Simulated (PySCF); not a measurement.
## Correlation energy of Tl (thallium, neutral)

[Xe] 4f14 5d10 6s1 6p1 6d1, one real determinant (an excited configuration). Computed with PySCF 2.14 in aug-cc-pwCVTZ-DK3 (11s10p8d5f1g, 125 functions), with the spin-free X2C one-electron Hamiltonian (Gaussian nucleus). Frozen: [Xe] 4f14 5d10; 3 electrons correlated.

MP2 pair energies summed by pair of shells (mhartree):

```json
{"pair": "6s-6p", "energy": "-2.10", "share (%)": "39.5"}
{"pair": "6s-6d", "energy": "-1.62", "share (%)": "30.5"}
{"pair": "6p-6d", "energy": "-1.60", "share (%)": "30.1"}
```

Total MP2 correlation energy: -5.32 mhartree.

Same-spin part -5.32 and opposite-spin part 0.00 mhartree; SCS-MP2 scales them by 1/3 and 6/5 to -1.77 mhartree.

The reference is one real determinant that mixes LS terms of this configuration.
